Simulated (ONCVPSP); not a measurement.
## Before and after: ONCV potential for Ta

| Quantity | Value |
| --- | --- |
| Element | tantalum (Ta) |
| Generator | ONCVPSP 4.0.1 |
| Type | optimised norm-conserving Vanderbilt (ONCV) |
| Functional | PW91 |
| Relativity | fully relativistic |
| Frozen core | [Kr] 4d10 4f14 |
| Valence charge | 13 |
| Reference configuration | 5s2 5p6 5d2 (charge +3) |
| Partial waves | 5s: rc 1.85 bohr, ncon 4, nbas 8, qcut 5.9 1/bohr, 2 projectors, debl 2.7 Ha; 5p: rc 2.10 bohr, ncon 4, nbas 7, qcut 6.2 1/bohr, 1 projector; 5d: rc 2.05 bohr, ncon 3, nbas 8, qcut 9.4 1/bohr, 2 projectors, debl 0.4 Ha |
| Local potential | polynomial inside 1.50 bohr (lpopt 5, dvloc0 1 Ha) |
| Core correction | none |

Open shells are filled in proportion to 2j + 1.

In the s channel the program set the typed energies aside and used -3.709, 0.050 Ha. In the d channel the program set the typed energies aside and used -1.060, 0.250 Ha (j = l + 1/2; the other j can differ).

Change: s: qcut 5; p: qcut 5.3; d: qcut 8.

Cutoffs: the cutoffs (Ha) at which the residual kinetic energy of the hardest occupied pseudo-wave falls to 1 and 0.1 mHa per electron; they do not see the model core or the augmentation charge, which bear on the density cutoff. Errors are all-electron minus pseudo energies relative to the spin-unpolarised reference configuration.

Q: What does the change do?

A: The potential gets harder (14 Ha and 18 Ha → 15 Ha and 32 Ha); of the 4 tests that both files solve, the error grows in 1 and shrinks in 1 by more than 15 % and 0.3 meV (median size 27.1 → 37.6 meV); neither file shows a bound ghost.

```tsv
quantity	base	changed
cutoff, loose	14 Ha	15 Ha
cutoff, tight	18 Ha	32 Ha
loose cutoff by channel	s 13 Ha, p 13 Ha, d 14 Ha	s 10 Ha, p 12 Ha, d 15 Ha
bound ghosts	none	none
GHOST(+) flags under 300 eV	s at 167.5 eV	none
error for 5s2 5p6 5d3 6s2, meV [ΔE -47.23 eV]	+60	+63
error for 5s2 5p6 5d3 6s1, meV [ΔE -38.70 eV]	+30	+32
error for 5s2 5p6 5d3, meV [ΔE -23.67 eV]	+1.4	+0.4
error for 5s2 5p5 5d3 6s2, meV [ΔE -1.68 eV]	+24	+43
s: phases at 1.88 bohr within 0.05 rad from the reference energy up to (Ha; the scan ends near 5)	4.9	4.2
p3/2: phases at 2.13 bohr within 0.05 rad from the reference energy up to (Ha; the scan ends near 5)	-0.7	-0.7
p1/2: phases at 2.13 bohr within 0.05 rad from the reference energy up to (Ha; the scan ends near 5)	-0.7	-0.4
d5/2: phases at 2.08 bohr within 0.05 rad from the reference energy up to (Ha; the scan ends near 5)	to the end of the scan	to the end of the scan
d3/2: phases at 2.08 bohr within 0.05 rad from the reference energy up to (Ha; the scan ends near 5)	to the end of the scan	to the end of the scan
```
